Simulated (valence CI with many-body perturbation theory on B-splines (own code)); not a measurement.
## Tb XXV in brief

Computed by relativistic CI+MBPT: five valence electrons over a frozen Dirac-Fock core [Kr], radial functions for each j: 7 s, 7 p, 8 d, 6 f, 4 g, 1 h, with the one-electron correlation potential Σ1 (screened to all orders), the two-electron term Σ2, the three-electron term Σ3, Breit, model QED; selected single and double excitations, second order for the rest, scaled by the run's own slope (own B-spline code, finite nucleus).

No measured levels were compared; by estimate terms of the open shell hold to 2 to 4 % of their energy, and close levels can change places. Among the levels kept, up to 560 cm⁻¹ of a level comes from second order outside the variational space, and about a tenth of that is noise between levels of different J, which matters for small intervals. Only levels of the ground parity were solved; by the run's estimate the other parity begins above the list, which can be wrong where configurations are misplaced.

Levels are named by their leading jj configuration (3d3/2^4 stands for four electrons in 3d with j = 3/2), which in mixed levels can hold well under half, so a name can repeat and another be missing.

Rates and lifetimes use the calculated energies. Strong lines usually hold to 10 to 20 %, long lifetimes can be off by a factor of two.

(1) What is the ground level?

(2) What is the ionisation energy?

(3) How well does LS coupling describe the low levels?

## Answers

(1) (4d3/2^4 4d5/2) J=5/2, composition 41 % 4d⁵ ⁶S + 30 % 4d⁵ ⁴P + 12 % 4d⁵ ²D, g = 1.626.

(2) 816.53 eV; NIST lists 816 ± 4 eV (theoretical).

(3) Among the lowest 20 levels the leading LS term, summed over configurations, holds 50 % on average. For single configurations the figures are 50 % in LS and 84 % in jj coupling. Terms mix most in the J = 5/2 level at 44918 cm⁻¹, where the leading one holds 31 %.
